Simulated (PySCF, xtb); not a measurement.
Si(Me)(NH2) (CH₅NSi), SMILES C[Si]N (connectivity only; charge and spin as stated), neutral, multiplicity 1. The values are those of a single conformer.

Harmonic wavenumbers (cm⁻¹) from GFN2-xTB in xtb at its own minimum, in rising order: 42, 249, 353, 380, 672, 727, 757, 812, 894, 1372, 1494, 1512, 1523, 2978, 2985, 3015, 3388, 3517.

Problem. What does TPSSh-D3(BJ)/def2-TZVP in PySCF 2.14.0 give at its own minimum? (An estimate is asked for; the answer gives what the named calculation found.)

Solution. 8, 280, 503, 564, 628, 707, 729, 827, 878, 1272, 1447, 1462, 1596, 2993, 3058, 3076, 3508, 3616. Paired by order, the mean absolute difference is 64 cm⁻¹ and the zero-point energies are 38.1 and 38.8 kcal/mol.
